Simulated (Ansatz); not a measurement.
Correlation energies of C₃H₇BSi, SMILES `C#CB[SiH2]C` by basis set

```json
{"atom": "C1", "x (Å)": "-2.371", "y (Å)": "1.136", "z (Å)": "1.083"}
{"atom": "C2", "x (Å)": "-1.895", "y (Å)": "0.247", "z (Å)": "0.412"}
{"atom": "B3", "x (Å)": "-1.244", "y (Å)": "-0.824", "z (Å)": "-0.405"}
{"atom": "Si4", "x (Å)": "0.752", "y (Å)": "-0.855", "z (Å)": "-0.683"}
{"atom": "C5", "x (Å)": "1.670", "y (Å)": "0.544", "z (Å)": "0.159"}
{"atom": "H6", "x (Å)": "-2.805", "y (Å)": "1.913", "z (Å)": "1.671"}
{"atom": "H7", "x (Å)": "-1.933", "y (Å)": "-1.670", "z (Å)": "-0.897"}
{"atom": "H8", "x (Å)": "1.256", "y (Å)": "-2.173", "z (Å)": "-0.193"}
{"atom": "H9", "x (Å)": "1.004", "y (Å)": "-0.826", "z (Å)": "-2.156"}
{"atom": "H10", "x (Å)": "1.503", "y (Å)": "0.517", "z (Å)": "1.239"}
{"atom": "H11", "x (Å)": "2.745", "y (Å)": "0.481", "z (Å)": "-0.022"}
{"atom": "H12", "x (Å)": "1.317", "y (Å)": "1.510", "z (Å)": "-0.208"}
```

Total charge 0; spin multiplicity 1. Geometry: relaxed with PBE0-D4/def2-TZVP. It is one conformer, not always the lowest. Frozen core, restricted reference, Ansatz. CBS rows extrapolate triple and quadruple zeta; past MP2 they add the triple-zeta difference.

| basis | HF (Eh) | MP2 corr. |
| --- | --- | --- |
| def2-TZVPP | -431.29098 | -0.69646 |
| def2-QZVPP | -431.30604 | -0.74190 |

Estimate the CCSD correlation energy and the (T) correction in each basis where they were run (hartree).


| basis | CCSD corr. | (T) |
| --- | --- | --- |
| def2-TZVPP | -0.74856 | -0.03410 |
| CBS(def2) | -0.82767 | as TZ |
